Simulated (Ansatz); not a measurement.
Consider the homolysis of the F–Ga bond: `[OH][Ga]([OH])[F]` → F• + `[OH][Ga][OH]`•.

Program: Ansatz. Geometries: PBE0-D4/def2-TZVP. ΔE: electronic, gas phase. CCSD(T)/CBS adds triple-zeta CCSD(T) − MP2 to the extrapolated MP2 energy (def2 sets, frozen cores). This one scheme is used for every species, atoms too. DFT in def2-TZVPP. No spin–orbit coupling; open shells (•) take unrestricted orbitals. Spin–orbit coupling would lower the free atoms: a little for F. Bonds to Ga are less sure, by a few kJ/mol each and by 10 to 20 or more in all where they break to atoms, as the def2 sets lack core-valence functions. Scalar relativity is left out up to krypton. Each species was taken in one conformer, which may not be the lowest.

```tsv
level	ΔE (kcal/mol)	difference from CCSD(T)/CBS
revPBE-D4	123.0	-9.3
B97M-V	127.4	-4.9
r2SCAN0-D4	122.3	-10.0
BHLYP-D4	119.9	-12.4
PBE	127.6	-4.7
r2SCAN0	122.2	-10.1
BHLYP	119.2	-13.1
CCSD(T)/def2-SVP	124.9	-7.4
MP2/def2-TZVPP	135.8	3.5
HF/CBS(def2)	92.5	-39.8
CCSD(T)/CBS	132.3	0
```

(1) What do rigid-rotor, harmonic-oscillator terms from PBE0-D4/def2-TZVP frequencies (298.15 K, 1 bar) make of the CCSD(T)/CBS value? (Estimate.)

Largest T1 diagnostic among the species: 0.017.

Answers

(1) The calculation gave: ΔZPE = -2.1 kcal/mol, ΔH = +131.0 kcal/mol, ΔS = 140 J/(mol·K), ΔG = +121.0 kcal/mol. Open shells count their whole term as degenerate.

From BLYP to BHLYP (50 % exact exchange), in def2-TZVPP and without D4, ΔE moves by −4.7 kcal/mol: exact exchange takes away binding that semilocal exchange gives to molecules. In def2-TZVPP, CCSD(T) changes the Hartree–Fock value by +36.5 kcal/mol (the triples alone add +2.1 kcal/mol) and MP2 by +43.9 kcal/mol; breaking electron pairs costs correlation energy, which Hartree–Fock lacks.

CCSD(T)/CBS has its own doubt, a few kJ/mol and more with outer-core shells, so smaller differences from it don't rank the levels.
